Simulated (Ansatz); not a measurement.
```yaml
crystal:
  periodic: [false, false, false]
  atoms:
    - {symbol: B, position_ang: [-1.411614, 1.340038, -0.461934]}
    - {symbol: C, position_ang: [-0.523466, 0.239682, 0.163460]}
    - {symbol: O, position_ang: [0.656109, -0.040670, -0.540812]}
    - {symbol: C, position_ang: [1.422271, -1.042322, 0.066454]}
    - {symbol: H, position_ang: [-1.110146, 1.904537, -1.469906]}
    - {symbol: H, position_ang: [-2.430481, 1.616973, 0.102329]}
    - {symbol: H, position_ang: [-0.304129, 0.535876, 1.209900]}
    - {symbol: H, position_ang: [-1.145871, -0.671268, 0.280620]}
    - {symbol: H, position_ang: [1.730096, -0.755331, 1.082404]}
    - {symbol: H, position_ang: [2.313515, -1.194083, -0.543190]}
    - {symbol: H, position_ang: [0.869115, -1.990531, 0.131274]}
basis:
  gaussian: {orbitals: aug-cc-pVDZ}
magnetization: {spin_polarized: true, initial_magnetization: 0}
hamiltonian: {xc: {name: RPBE}, dispersion: d3bj}
accuracy: high
output: {forces: true}
```

```sh
$ ansatz run in.yaml --threads 2 --pin off --events-out ev --progress --plain --max-ram 4352MiB
```

Output, abridged:

```
Functional definition: RPBE
3090 factors; integrals over basis functions are off by at most 3.1e-9 eV
mean field evaluation 1: about -4900.6859 eV, gradient 4.4e1 eV
mean field evaluation 2: about -4873.2060 eV, gradient 8.7e1 eV
mean field evaluation 4: about -4910.7376 eV, gradient 6.6e0 eV
mean field evaluation 8: about -4910.8942 eV, gradient 4.2e-1 eV
mean field evaluation 16: about -4910.8952 eV, gradient 7.6e-6 eV
mean field -4910.89522957 eV, -180.4720709624 hartree, gradient 1.0e-7 eV, S^2 0.000000; 0 other end points of the search recorded, 0 dependent functions left out
reference -4910.89524153 eV, -180.4720714019 hartree; 16, 16 occupied and 139, 139 virtual orbitals, 3090 factors
Total energy: -4911.69712059 eV, -180.5015399137 hartree
Atom 0 at    -1.411614     1.340038    -0.461934 Å, force     0.003522    -0.015489     0.016911 eV/Å
Atom 1 at    -0.523466     0.239682     0.163460 Å, force    -0.372920     0.221568     0.050216 eV/Å
Atom 2 at     0.656109    -0.040670    -0.540812 Å, force     0.251762     0.493368    -0.869105 eV/Å
Atom 3 at     1.422271    -1.042322     0.066454 Å, force     0.237005    -0.327966     0.211330 eV/Å
Atom 4 at    -1.110146     1.904537    -1.469906 Å, force     0.096451     0.163029    -0.299399 eV/Å
Atom 5 at    -2.430481     1.616973     0.102329 Å, force    -0.297094     0.071468     0.176157 eV/Å
Atom 6 at    -0.304129     0.535876     1.209900 Å, force     0.064684     0.105918     0.426782 eV/Å
Atom 7 at    -1.145871    -0.671268     0.280620 Å, force    -0.257141    -0.355143     0.071612 eV/Å
Atom 8 at     1.730096    -0.755331     1.082404 Å, force     0.130109     0.113716     0.445000 eV/Å
Atom 9 at     2.313515    -1.194083    -0.543190 Å, force     0.380282    -0.057928    -0.269214 eV/Å
Atom 10 at     0.869115    -1.990531     0.131274 Å, force    -0.236659    -0.412541     0.039711 eV/Å
Dipole moment:     0.006522    -0.189961     0.240894 e Å
```

Run time 17 s (2 threads of an Arm Neoverse V1 on a shared host); peak host memory 0.7 GiB.
